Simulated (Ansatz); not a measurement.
Mg4Te3⁺, relaxed as a doublet with UKS r2SCAN-D4/def2-SVP in Ansatz, starting from the GFN1-xTB geometry. Force threshold 0.02 eV/Å.

In the def2 sets Te takes a core potential; there is no spin–orbit coupling. The structure comes from a short search, and lower isomers may exist.

Start:

```tsv
atom	x (Å)	y (Å)	z (Å)
Mg1	-2.707	0.497	-0.982
Mg2	1.033	-0.808	-1.197
Mg3	-0.399	0.797	-2.686
Mg4	0.793	-0.684	2.787
Te5	-0.206	1.201	0.688
Te6	-0.918	-1.410	0.651
Te7	2.405	0.407	0.739
```

Task: Estimate the energy that the relaxation releases and the steps that it takes.

Result: 489.9 kJ/mol, in 47 steps; 8.2 min on 4 threads of Arm Neoverse V1 on a shared host. No frequencies were taken in this run, so the end may be a saddle point.

Task: Does the start keep its bonding?

Result: Bonds lost: Mg2–Te5, Te5–Te6, Te5–Te7 (atoms count from 1). Bonds formed: Mg3–Te7 (atoms count from 1). Metal–metal contacts that move far: Mg3–Mg4 5.79 to 3.13 Å, Mg1–Mg4 5.28 to 3.13 Å, Mg2–Mg4 3.99 to 3.13 Å, Mg1–Mg2 3.97 to 3.24 Å.

Task: Predict the relaxed structure.

Result: 
```
atom   x (Å)   y (Å)   z (Å)
 Mg1  -2.054  -0.035  -0.451
 Mg2   0.684  -1.609  -1.168
 Mg3   0.629   1.628  -1.171
 Mg4   0.398   0.008   1.499
 Te5  -1.191   2.252   0.765
 Te6  -1.114  -2.288   0.769
 Te7   2.648   0.045  -0.243
```
Bond lengths (bridged metal pairs left out): 9 × Mg–Te 2.73 to 2.85 Å.
